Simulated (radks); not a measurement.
Coulomb parameter of the 4f shell of neutral holmium in the model configuration [Xe] 4f9 6s2 6p2, as a second difference U = [E(n + 0.25) + E(n - 0.25) - 2 E(n)] / (0.25)^2 with all orbitals relaxed. "Bare": the charge of the atom changes with n. "Screened": the 6p shell takes up the change at fixed total charge, which measures U(4f,4f) + U(6p,6p) - 2 U(4f,6p). All-electron calculation, scalar-relativistic Kohn-Sham, PBEsol, spin-unpolarised, spherical densities, finite nucleus; Fermi nuclear charge, rms radius 5.2022 fm. Program: a radial shooting solver on a logarithmic mesh with Libxc functionals.

start: configuration [Xe] 4f9 6s2 6p2; E - E(n) (eV) 0.000
bare +0.25: configuration [Xe] 4f9.25 6s2 6p2; E - E(n) (eV) -5.368
bare -0.25: configuration [Xe] 4f8.75 6s2 6p2; E - E(n) (eV) 6.418
screened +0.25: configuration [Xe] 4f9.25 6s2 6p1.75; E - E(n) (eV) -4.782
screened -0.25: configuration [Xe] 4f8.75 6s2 6p2.25; E - E(n) (eV) 5.442

U(bare) = 16.813 eV, U(screened by 6p) = 10.548 eV, against the Slater integral F0(4f,4f) = 33.665 eV with frozen orbitals. The step up makes a negative ion, whose loosely bound charge lowers the bare value.
